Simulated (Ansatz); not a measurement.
Stepwise reaction of `C[SiH](C)[SiH3]` with hydrogen fluoride, as a gas-phase model of exchange steps in deposition or etching. ΔE in kJ/mol; ΔG adds harmonic PBE0-D4 terms to CCSD(T)/CBS, at 1 bar.

Gas-phase electronic energies from Ansatz, PBE0-D4/def2-TZVP geometries. CCSD(T)/CBS is the MP2 limit (def2-TZVPP, def2-QZVPP) plus CCSD(T) − MP2 in def2-TZVPP, frozen cores. This one scheme is used for every species. DFT in def2-TZVPP. B3LYP here is the variant with VWN-RPA as its local correlation; programs differ in this.

```csv
step,reaction,PBE-D4,B3LYP-D4,ωB97M-V,CCSD(T)/CBS,ΔG(500 K)
1,`C[SiH](C)[SiH3]` + H–F → `C[SiH](F)[SiH3]` + CH₄,-128.9,-143.2,-139.5,-135.1,-130.3
2,`C[SiH](F)[SiH3]` + H–F → `F[SiH](F)[SiH3]` + CH₄,-136.9,-150.8,-147.5,-144.4,-138.1
```

Question: By hand: ΔE of the 2 steps together at CCSD(T)/CBS.

Answer: (-135.1) + (-144.4) = -279.5 kJ/mol, or -139.8 kJ/mol a step.

In ΔE each step is lower than the one before. All are downhill at CCSD(T)/CBS. ΔG lies between -138.1 and -130.3 kJ/mol a step. PBE-D4 differs from CCSD(T)/CBS by 6.2 to 7.5 kJ/mol a step. Only this route is followed, and other bonds may react first. Isolated molecules leave out the surface, adducts and barriers. Largest T1 diagnostic: 0.013.
